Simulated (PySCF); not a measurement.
Polarisability and C₆ of Be⁺ (beryllium, charge +1)

[He] 2s1, 2S determinant. Calculation: PySCF 2.14, in aug-cc-pCVQZ; no relativity, point nucleus. Coupled (time-dependent) response in atomic units; α is the mean over directions.

| method | mean α (bohr³) | C₆ (like pair) | S(−4) |
| --- | --- | --- | --- |
| UHF | 24.94 | 71.12 | 1138 |
| PBE | 21.58 | 57.51 | 853.4 |
| PBE0 | 22.29 | 60.28 | 910.0 |
| LC-wPBE | 23.11 | 63.38 | 986.0 |
| TPSSh | 22.26 | 61.30 | 871.1 |

S(−4) is the Cauchy moment in α(ω) = α(0) + S(−4) ω² + …

α(iu) at TPSSh:

```csv
u (hartree),α(iu) (bohr³)
0,22.26
0.0500,20.28
0.100,16.06
0.200,8.940
0.300,5.301
0.500,2.453
0.750,1.279
1.00,0.7993
1.50,0.4139
2.00,0.2628
3.00,0.1420
5.00,0.06680
```

For an ion, C₆ is the dispersion term alone; charge-induced terms of lower order in 1/R come first.
